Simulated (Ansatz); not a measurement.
C₃H₅FSi, SMILES `FC1C=C[SiH2]1` from Hartree–Fock to CCSD(T)

```xyz
10

F    -0.2284    0.6423    2.0970
C    -0.4519   -0.1268    0.9654
C     0.8023   -0.7128    0.3713
C     0.8504   -0.3496   -0.9213
Si   -0.6361    0.7455   -0.7353
H    -1.1961   -0.8854    1.2263
H     1.5042   -1.3399    0.9213
H     1.5783   -0.6744   -1.6538
H    -0.3764    2.2074   -0.7027
H    -1.8462    0.4938   -1.5682
```

Total charge 0; spin multiplicity 1. Geometry: relaxed with PBE0-D4/def2-TZVP. Frozen core, restricted reference, the Gaussian-basis code of Ansatz. CBS rows extrapolate triple and quadruple zeta; past MP2 they add the triple-zeta difference.

| basis | HF (Eh) | MP2 corr. |
| --- | --- | --- |
| def2-TZVPP | -504.92680 | -0.84386 |
| def2-QZVPP | -504.94518 | -0.90792 |

**Question.** Estimate the CCSD correlation energy and the (T) correction in each basis where they were run (hartree).

**Answer.** 
| basis | CCSD corr. | (T) |
| --- | --- | --- |
| def2-TZVPP | -0.88037 | -0.03685 |
| CBS(def2) | -0.99188 | as TZ |
